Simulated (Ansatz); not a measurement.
Reaction (β-hydride elimination): `CN[AsH]O` → `O[AsH2]` + `C=N`

Gas-phase electronic energies from Ansatz, PBE0-D4/def2-TZVP geometries. CCSD(T)/CBS adds triple-zeta CCSD(T) − MP2 to the extrapolated MP2 energy (def2 sets, frozen cores). This one scheme is used for every species. DFT in def2-TZVPP. B3LYP here is the variant with VWN-RPA as its local correlation; programs differ in this. For As outer-core shells are correlated without core-valence functions, which leaves a few kJ/mol of doubt a bond. Scalar relativity is left out up to krypton. One conformer a species, not always the lowest.

| level | ΔE (kJ/mol) | difference from CCSD(T)/CBS |
| --- | --- | --- |
| PBE-D4 | 140.3 | 4.6 |
| PBE0-D4 | 148.2 | 12.5 |
| B3LYP-D4 | 129.8 | -5.9 |
| ωB97M-V | 137.2 | 1.5 |
| B2PLYP | 126.7 | -9.0 |
| PBE | 131.1 | -4.6 |
| r2SCAN | 139.9 | 4.2 |
| B3LYP | 115.0 | -20.7 |
| HF/def2-TZVPP | 103.7 | -32.0 |
| MP2/def2-TZVPP | 146.8 | 11.1 |
| CCSD(T)/def2-TZVPP | 129.8 | -5.9 |
| HF/def2-QZVPP | 103.6 | -32.1 |
| MP2/def2-QZVPP | 150.1 | 14.4 |
| SCS-MP2/def2-QZVPP | 135.3 | -0.4 |
| MP2/CBS(def2) | 152.7 | 17.0 |
| CCSD/CBS(def2) | 133.6 | -2.1 |
| CCSD(T)/CBS | 135.7 | 0 |

Largest T1 diagnostic among the species: 0.012.

The D4 term adds +14.8 kJ/mol with B3LYP and +7.9 kJ/mol with PBE0; it sums over pairs of atoms, weighted by their polarisabilities, and B3LYP, whose exchange is more repulsive, gets the larger term. From PBE to PBE0 (25 % exact exchange), in def2-TZVPP and without D4, ΔE moves by +9.2 kJ/mol.
